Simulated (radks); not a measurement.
The numbers below are computed, except where a source is named.
Dispersion coefficients C6 (hartree bohr^6) between ground-configuration atoms and ions, from the Casimir-Polder integral (3/pi) of alpha_A(iw) alpha_B(iw). Level of theory: non-relativistic Kohn-Sham, exchange-only LDA, spin-polarised, spherical densities, point nucleus; open shells are filled with parallel spins first (a radial shooting solver on a logarithmic mesh with Libxc functionals). Response by self-consistent Sternheimer equations with the Hartree and adiabatic exchange-only LDA kernel. For heavy and open-shell atoms this level of theory can miss by tens of per cent.

| C6 | Ca | B | N | Ne | Mg+ | C+ | Ti3+ | In3+ |
|---|---|---|---|---|---|---|---|---|
| Ca | 2262 |  |  |  |  |  |  |  |
| B | 526.0 | 140.5 |  |  |  |  |  |  |
| N | 208.6 | 62.21 | 31.10 |  |  |  |  |  |
| Ne | 85.93 | 27.35 | 15.07 | 7.991 |  |  |  |  |
| Mg+ | 540.2 | 135.1 | 56.52 | 24.08 | 134.4 |  |  |  |
| C+ | 149.0 | 44.32 | 21.99 | 10.57 | 40.33 | 15.57 |  |  |
| Ti3+ | 66.28 | 21.68 | 12.53 | 6.964 | 18.86 | 8.748 | 6.211 |  |
| In3+ | 97.82 | 32.29 | 19.00 | 10.75 | 28.02 | 13.24 | 9.677 | 15.14 |

Static polarisabilities (bohr^3): Ca ([Ar] 4s2) 162.9, B ([He] 2s2 2p1) 27.68, N ([He] 2s2 2p3) 8.908, Ne ([Ne]) 3.260, Mg+ ([Ne] 3s1) 31.89, C+ ([He] 2s2 2p1) 6.384, Ti3+ ([Ar] 3d1) 2.386, In3+ ([Kr] 4d10) 3.449. The combination rule 2 Ca Cb / ((alpha_b/alpha_a) Ca + (alpha_a/alpha_b) Cb) gives 10.54 for C+-Ne, against 10.57 from the integral.
